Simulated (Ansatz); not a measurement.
CH6SiTe, SMILES `[SiH3]C[TeH]`. Total charge 0; spin multiplicity 1. Te takes the def2 core potential. All single points use the PBE0-D4/def2-TZVP geometry.

```xyz
9

Si    0.369   -1.247   -0.290
C    -0.507    0.381    0.012
Te    0.869    1.886    0.686
H     1.432   -1.073   -1.314
H    -0.607   -2.261   -0.772
H     0.991   -1.733    0.969
H    -1.273    0.259    0.778
H    -0.971    0.737   -0.908
H    -0.303    3.050    0.839
```

Question: What is the dipole moment at B3LYP/def2-TZVPP? (Best estimate.)

Answer: Ansatz gave: 1.06 D, with components (-1.02, -0.16, -0.22) D in this frame, pointing from negative to positive charge.

Question: And with PBE, r2SCAN, ωB97M-V? (Estimate.)

Answer: Ansatz gave: PBE 1.08 D, r2SCAN 1.15 D, ωB97M-V 1.06 D.

Question: Give the Mulliken charges with B3LYP, PBE, ωB97M-V in def2-TZVPP. (Best estimate.)

Answer: Ansatz gave: 
```tsv
atom	B3LYP	PBE	ωB97M-V
Si1	0.24	0.17	0.14
C2	-0.39	-0.36	-0.47
Te3	0.09	0.05	0.07
H4	-0.06	-0.04	-0.02
H5	-0.06	-0.05	-0.02
H6	-0.05	-0.04	-0.01
H7	0.14	0.14	0.16
H8	0.14	0.14	0.16
H9	-0.04	-0.02	-0.01
```

B3LYP here is the variant with VWN-RPA as its local correlation; programs differ in this.
